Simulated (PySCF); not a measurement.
TaH₅ (singlet). All numbers come from PySCF, PBE0, basis Ta def2-TZVP with ECP60, H def2-TZVP (scalar-relativistic core potentials, no spin–orbit coupling, density fitting).

Harmonic bands of its minimum:

```tsv
ω (cm⁻¹)	IR (km/mol, summed over degenerate members)	degeneracy
212	69.4	2
756	126	2
793	0.0	1
820	0.0	1
879	1.1	1
1833	400	1
1864	0.0	1
1902	652	2
1951	56.8	1
```

Task: The central atom is Ta. Infer the point group and assign the bands.

Result: C4v. The modes span 3e + b2 + 2b1 + 3a1: 212 e, 756 e, 793 b2, 820 b1, 879 a1, 1833 a1, 1864 b1, 1902 e, 1951 a1. The computed geometry has Ta–H 1.754 Å (×4), Ta–H 1.790 Å; H–Ta–H 77.3° (×4), H–Ta–H 118.0° (×4), H–Ta–H 124.0° (×2).

Stability towards spin polarisation was not tested. Only a few start shapes were tried, so a lower isomer may exist. With an element this heavy the missing spin–orbit coupling can shift these numbers.
